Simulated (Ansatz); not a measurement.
System: C$_{2}$H$_{8}$AlN, charge 0, multiplicity 1. 
Coordinates optimised at B3LYP-D3(BJ)/def2-TZVP (Ansatz, a quantum-chemistry and plane-wave program):
```
Al
N 1 1.7776
H 2 1.0083 1 125.04
H 2 1.0083 3 109.91 1 180.00
C 1 1.9574 2 118.40 3 0.05
H 5 1.0924 1 112.70 2 -0.61
H 5 1.0943 6 107.53 1 122.96
H 5 1.0944 6 107.50 7 114.15
C 1 1.9574 2 118.40 3 -179.95
H 9 1.0924 1 112.70 2 -0.61
H 9 1.0943 10 107.53 1 122.96
H 9 1.0944 10 107.50 11 114.15
```

Wanted: vertical ionisation energy (to the doublet state of charge +1; each state is the SCF solution reached for its spin), in eV. Valence correlation only, unless marked. Open shells are spin-unrestricted. No spin-orbit coupling. Non-relativistic. CBS(X,Y): correlation extrapolated as X^-3; Hartree-Fock from the larger set. The bracket is a focal-point correction in the basis named.

| level | program | vertical ionisation energy (eV) |
|---|---|---|
| SVWN5/def2-TZVPD | Ansatz | 9.18 |
| CAM-B3LYP/def2-TZVPD | Ansatz | (withheld) |
| wB97X-V/def2-TZVPD | Ansatz | (withheld) |
| SCS-MP2/aug-cc-pV(T+d)Z | Ansatz | 9.73 |
| CCSD/aug-cc-pV(T+d)Z | Ansatz | 9.57 |
| RI-MP2/CBS(aug-cc-pV(T+d)Z,aug-cc-pV(Q+d)Z)+[CCSD(T)-MP2]/aug-cc-pV(T+d)Z | Ansatz | (withheld) |

### Question
Fill in the missing entries.

### Answer

- CAM-B3LYP/def2-TZVPD, vertical ionisation energy (eV): 9.64
- wB97X-V/def2-TZVPD, vertical ionisation energy (eV): 9.67
- RI-MP2/CBS(aug-cc-pV(T+d)Z,aug-cc-pV(Q+d)Z)+[CCSD(T)-MP2]/aug-cc-pV(T+d)Z, vertical ionisation energy (eV): 9.78
